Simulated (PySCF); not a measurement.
Isomers of C3H3F3O, one GFN2-xTB conformer each. Single-point energies are computed at PBE0/pcSseg-1 (PySCF, gas phase, no added dispersion term), electronic only.

```json
{"SMILES": "C=COC(F)(F)F", "GFN2-xTB relative energy (kJ/mol)": "0.0"}
{"SMILES": "O=CCC(F)(F)F", "GFN2-xTB relative energy (kJ/mol)": "19.1"}
{"SMILES": "CC(=O)C(F)(F)F", "GFN2-xTB relative energy (kJ/mol)": "18.3"}
{"SMILES": "FC(F)(F)[C@@H]1CO1", "GFN2-xTB relative energy (kJ/mol)": "44.1"}
```

Conformers: `[CH2:1]=[CH:2][O:3][C:4]([F:5])([F:6])[F:7]` with C1–C2–O3–C4 0°; `[O:1]=[CH:2][CH2:3][C:4]([F:5])([F:6])[F:7]` with O1–C2–C3–C4 -144°.

What does PBE0/pcSseg-1 give for the same structures?

| SMILES | PBE0/pcSseg-1 E (Eh) | PBE0/pcSseg-1 (kJ/mol) | GFN2-xTB (kJ/mol) | point group |
| --- | --- | --- | --- | --- |
| CC(=O)C(F)(F)F | -490.34006 | 0.0 | 18.3 | Cs |
| O=CCC(F)(F)F | -490.33974 | 0.8 | 19.1 | C1 |
| C=COC(F)(F)F | -490.31985 | 53.1 | 0.0 | Cs |
| FC(F)(F)[C@@H]1CO1 | -490.30462 | 93.1 | 44.1 | C1 |

GFN2-xTB puts C=COC(F)(F)F lowest instead; measured from each level's own lowest isomer, the values differ by up to 53.1 kJ/mol (C=COC(F)(F)F: 0.0 against 53.1). As drawn, the lowest has a C=O bond, which the highest lacks; the highest has a three-membered ring, which the lowest lacks. Neighbours under 10 kJ/mol apart (CC(=O)C(F)(F)F and O=CCC(F)(F)F) can change places with a better method, another conformer or zero-point energy.

Which frontier levels, dipoles and rotational constants go with these structures?

```tsv
SMILES	HOMO (eV, PBE0/pcSseg-1)	LUMO (eV)	dipole (D)	A, B, C (MHz)
CC(=O)C(F)(F)F	-8.41	-1.61	2.68	3670, 2455, 2004
O=CCC(F)(F)F	-8.13	-1.31	1.52	5229, 1604, 1590
C=COC(F)(F)F	-8.06	-0.11	2.29	4929, 2179, 2043
FC(F)(F)[C@@H]1CO1	-8.75	1.49	2.50	4667, 2151, 2047
```

As an exercise, what shares would exp(−E/RT) give at 2000 K from these electronic energies alone (no entropy, no degeneracies)?

RT = 16.629 kJ/mol: CC(=O)C(F)(F)F 50.1 %, O=CCC(F)(F)F 47.6 %, C=COC(F)(F)F 2.1 %, FC(F)(F)[C@@H]1CO1 0.2 %.
